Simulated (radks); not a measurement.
Problem. The thallium ion Tl50+, 31 electrons, occupied as [Ar] 3d10 4s2 4p1. Method: non-relativistic Kohn-Sham, PBE, spin-polarised, spherical densities, point nucleus; open shells are filled with parallel spins first (spin-orbit coupling, left out, can overturn this in heavy ions); relativity is left out, which matters for an element this heavy; computed with a radial shooting solver on a logarithmic mesh with Libxc functionals. Some entries of the table are withheld. Estimate them.

| orbital | occ. | eigenvalue (eV) | r(max) (bohr) |
|---|---|---|---|
| 1s up | 1 | -79674.66 | 0.01240 |
| 1s down | 1 | -79673.54 | 0.01240 |
| 2s up | 1 | -15568.42 | 0.06730 |
| 2s down | 1 | -15567.84 | 0.06730 |
| 2p up | 3 | -15094.19 | 0.05217 |
| 2p down | 3 | -15093.21 | 0.05217 |
| 3s up | 1 | -5560.320 | 0.1817 |
| 3s down | 1 | -5559.071 | 0.1817 |
| 3p up | 3 | -5342.690 | (1) |
| 3p down | 3 | -5341.333 | (2) |
| 3d up | 5 | -4945.541 | 0.1334 |
| 3d down | 5 | -4944.373 | 0.1334 |
| 4s up | 1 | -2792.151 | 0.3730 |
| 4s down | 1 | -2785.460 | 0.3728 |
| 4p up | 1 | -2695.742 | 0.3672 |
| 4p down | 0 | -2689.140 | 0.3670 |

Solution. 
(1) 3p up r(max) (bohr): 0.1705
(2) 3p down r(max) (bohr): 0.1705
